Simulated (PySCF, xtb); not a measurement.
GeH₅In, SMILES [GeH3][InH2].

xtb with GFN2-xTB at its own geometry gives an orbital gap of 4.26 eV and a dipole moment of 0.60 D.

Geometry: PBE0-D3(BJ)/def2-TZVP. The def2 effective core potentials stand for the cores of In; spin–orbit coupling is left out.

Problem. What does ωB97X/def2-TZVPD in PySCF give? (Estimate from the structure and the level; the computed values follow.)

Solution. gap 9.11 eV (levels -9.49 and -0.37 eV), dipole 0.26 D.
